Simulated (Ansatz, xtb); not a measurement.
## CHISi: which of two structures lies lower

Structure a: a singlet given by its coordinates. Structure b: a singlet given by its coordinates. Both are isolated molecules in the gas phase, relaxed with r2SCAN-D4/def2-SVP.

a (Å):

```json
{"atom": "C", "x (Å)": "-0.2658", "y (Å)": "0.3120", "z (Å)": "-0.1349"}
{"atom": "I", "x (Å)": "-0.4134", "y (Å)": "-0.9934", "z (Å)": "1.6426"}
{"atom": "Si", "x (Å)": "-1.8748", "y (Å)": "-0.0991", "z (Å)": "-0.5782"}
{"atom": "H", "x (Å)": "0.7040", "y (Å)": "0.8067", "z (Å)": "-0.2221"}
```

Close contacts (Å): C1–I2 2.21, C1–Si3 1.72, I2–Si3 2.80, C1–H4 1.09.

b (Å):

| atom | x (Å) | y (Å) | z (Å) |
| --- | --- | --- | --- |
| C | 0.0545 | 1.6580 | 0.1569 |
| I | -0.1000 | 2.4143 | -3.4698 |
| Si | 0.2425 | 1.1730 | -1.4226 |
| H | 0.1305 | 1.3397 | 1.1996 |

Close contacts (Å): C1–Si3 1.66, I2–Si3 2.42, C1–H4 1.09.

Energies in hartree; the thermal terms are from r2SCAN-D4/def2-SVP harmonic frequencies (ideal gas, rigid rotor, one conformer each, 298.15 K, 1 atm) and include the zero-point energy:

|  | a | b |
| --- | --- | --- |
| E, CCSD(T)/def2-TZVPP | −624.747467 | −624.726092 |
| zero-point energy | 0.014418 | 0.013709 |
| H(298 K) − E | 0.019365 | 0.018884 |
| G(298 K) − E | −0.014252 | −0.015013 |

Q: Work out ΔE, ΔE₀, ΔH and ΔG for a → b in kJ/mol (1 Eh = 2625.50 kJ/mol) and the equilibrium ratio [b]/[a].

A: 1. ΔE = −624.726092 − (−624.747467) = +0.021375 Eh = +56.12 kJ/mol.
2. ΔE₀ = ΔE + ΔZPE = +0.021375 + (−0.000709) Eh = +54.26 kJ/mol.
3. ΔH = ΔE + (−0.000481) Eh = +54.86 kJ/mol.
4. ΔG = ΔE + (−0.000761) Eh = +54.12 kJ/mol, so ΔS = (ΔH − ΔG)/T = +2.5 J/(mol K).
5. kT = 0.9442 mEh, so K = [b]/[a] = exp(−ΔG/kT) = exp(−21.83) ≈ 3.3 × 10^−10.

Structure a is favoured at this temperature. An error of 4 kJ/mol in ΔG would change K by a factor of 5. Large T1 diagnostics make the coupled-cluster value less sure. Mirror images and further conformers aren't counted.

Other levels gave ΔE = +59.4 (r2SCAN-D4/def2-SVP); +88.8 (HF/def2-TZVPP); +86.7 (MP2/def2-TZVPP) kJ/mol. The correlated steps freeze 10 core orbitals; the filled d shell of I is correlated, in a basis made for valence electrons. Atoms past krypton carry core potentials in the def2 sets, without spin–orbit terms. Programs: Ansatz 0.2.0.
